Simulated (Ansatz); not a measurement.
```xyz
3

C     0.0000    0.5249   -0.3523
H     0.0000    1.6127    0.2127
O     0.0000   -0.5952    0.2377
```

Basis set: def2-TZVP (spherical functions). Left uncorrelated: 2 orbitals. Charge 0, multiplicity 2.

Computed with Ansatz (development build ahead of 0.2.0); each method stands on the lowest determinant of its kind that the runs found.

The atomization energy at this shape (free ground-state atoms in the same class of orbitals less the molecule, no zero-point energy) of doublet CHO:

```json
{"method": "UHF-MP2", "atomization energy": "11.53 eV"}
```

(1) What does UHF give?

Answers

(1) 7.12 eV. Caution: the shape is not the minimum.
